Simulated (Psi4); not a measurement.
Computed with SAPT0/jun-cc-pVDZ, frozen core (Psi4).

Psi4 input:

```
molecule {
0 1
B 1.38545367 0.42147768 0.02226521
N 1.02693149 -0.96025852 0.00549693
B -0.32759720 -1.41060118 -0.01666244
N -1.34502561 -0.40912574 -0.02164221
B -1.05785178 0.98918103 -0.00562682
N 0.31798253 1.36941403 0.01607194
H 2.52617590 0.76842653 0.04064632
H 1.76227193 -1.64791875 0.00942757
H -0.59723478 -2.57208750 -0.03039055
H -2.30808012 -0.70216681 -0.03711479
H -1.92878217 1.80364557 -0.01016659
H 0.54575614 2.35001367 0.02769544
--
1 1
O -1.20155341 -0.33217236 -2.59984067
H -1.20916290 -0.35468373 -1.61898383
H -0.65619049 -1.04190983 -3.00171486
H -1.01524045 0.55807305 -2.96779954
units angstrom
symmetry c1
no_reorient
no_com
}
set basis jun-cc-pvdz
set scf_type df
set freeze_core true
energy('sapt0')
```

Part of the output:

```
    SAPT Results
  --------------------------------------------------------------------------------------------------------
    Electrostatics                -28.59555271 [mEh]     -17.94398023 [kcal/mol]     -75.07761330 [kJ/mol]
      Elst10,r                    -28.59555271 [mEh]     -17.94398023 [kcal/mol]     -75.07761330 [kJ/mol]

    Exchange                       55.47767991 [mEh]      34.81276973 [kcal/mol]     145.65662854 [kJ/mol]
      Exch10                       55.47767991 [mEh]      34.81276973 [kcal/mol]     145.65662854 [kJ/mol]
      Exch10(S^2)                  53.95082277 [mEh]      33.85465241 [kcal/mol]     141.64786568 [kJ/mol]

    Induction                     -45.85609650 [mEh]     -28.77513499 [kcal/mol]    -120.39516478 [kJ/mol]
      Ind20,r                     -58.67963425 [mEh]     -36.82202641 [kcal/mol]    -154.06335851 [kJ/mol]
      Exch-Ind20,r                 26.18908653 [mEh]      16.43389991 [kcal/mol]      68.75943721 [kJ/mol]
      delta HF,r (2)              -13.36554878 [mEh]      -8.38700848 [kcal/mol]     -35.09124348 [kJ/mol]

    Dispersion                     -9.40190051 [mEh]      -5.89978164 [kcal/mol]     -24.68468639 [kJ/mol]
      Disp20                      -11.35945409 [mEh]      -7.12816506 [kcal/mol]     -29.82424261 [kJ/mol]
      Exch-Disp20                   1.95755358 [mEh]       1.22838342 [kcal/mol]       5.13955622 [kJ/mol]
      Disp20 (SS)                  -5.67972705 [mEh]      -3.56408253 [kcal/mol]     -14.91212130 [kJ/mol]
      Disp20 (OS)                  -5.67972705 [mEh]      -3.56408253 [kcal/mol]     -14.91212130 [kJ/mol]
      Exch-Disp20 (SS)              1.29051102 [mEh]       0.80980789 [kcal/mol]       3.38823620 [kJ/mol]
      Exch-Disp20 (OS)              0.66704257 [mEh]       0.41857553 [kcal/mol]       1.75132002 [kJ/mol]

  Total HF                        -18.97396930 [mEh]     -11.90634549 [kcal/mol]     -49.81614953 [kJ/mol]
  Total SAPT0                     -28.37586981 [mEh]     -17.80612713 [kcal/mol]     -74.50083592 [kJ/mol]
```
